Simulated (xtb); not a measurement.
B(H)(Cl)(Me) (CH₄BCl), SMILES CBCl. All values are semi-empirical tight-binding results from xtb (GFN2-xTB unless named), good for trends rather than for accurate numbers. The structure is a stationary point at GFN2-xTB.

Estimate the properties. (Estimate from the structure and the level; the computed values follow.)


* **orbital gap**: 4.14 eV
* **dipole moment**: 1.70 D
* **zero-point energy**: 30.8 kcal/mol
* **G − E(el) at 298.15 K (modified RRHO)**: 13.9 kcal/mol
* **static polarisability (D4 model)**: 40.2 bohr³
* **solvation energy, GFN2-xTB/ALPB(water)**: -1.3 kcal/mol
* **solvation energy, GFN2-xTB/ALPB(dmf)**: -3.5 kcal/mol
